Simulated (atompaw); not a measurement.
**u(r) = r·R(r): atom against pseudo-atom (selenium)**

Columns: radius, all-electron u(r) and pseudo u(r) of the 4p shell (level -6.51 eV) of selenium in the configuration [Ar] 3d10 4s2 4p4; PBE, scalar-relativistic, PAW (atompaw) scheme, atompaw 4.2.0.5.

```
r (bohr)  all-electron  pseudo
   0.077        0.1748  0.0040
   0.154        0.1287  0.0159
   0.231       -0.0574  0.0354
   0.308       -0.2187  0.0620
   0.385       -0.3001  0.0950
   0.462       -0.3044  0.1334
   0.538       -0.2536  0.1758
   0.615       -0.1681  0.2221
   0.692       -0.0653  0.2707
   0.769        0.0429  0.3205
   0.846        0.1487  0.3704
   0.923        0.2475  0.4192
   1.000        0.3369  0.4661
   1.077        0.4158  0.5102
   1.154        0.4838  0.5508
   1.231        0.5413  0.5874
   1.308        0.5889  0.6195
   1.385        0.6274  0.6468
   1.462        0.6576  0.6693
   1.538        0.6800  0.6866
   1.615        0.6959  0.6993
   1.692        0.7058  0.7073
   1.769        0.7104  0.7110
   1.846        0.7106  0.7107
   1.923        0.7068  0.7068
   2.000        0.6998  0.6998
```

Problem. How many radial nodes do the two functions have?

Solution. The all-electron 4p function has n − l − 1 = 2; the pseudo-wave has 0, since the states of the same l below it are removed with the core.

Problem. Where does each function peak?

Solution. Outermost all-electron maximum near 1.85 bohr, pseudo maximum near 1.77 bohr (to the table’s step).

Problem. Is the pseudo-wave norm-conserving?

Solution. No, it belongs to a PAW set: the norm inside the radius is not constrained, and the difference is carried by the augmentation charge.
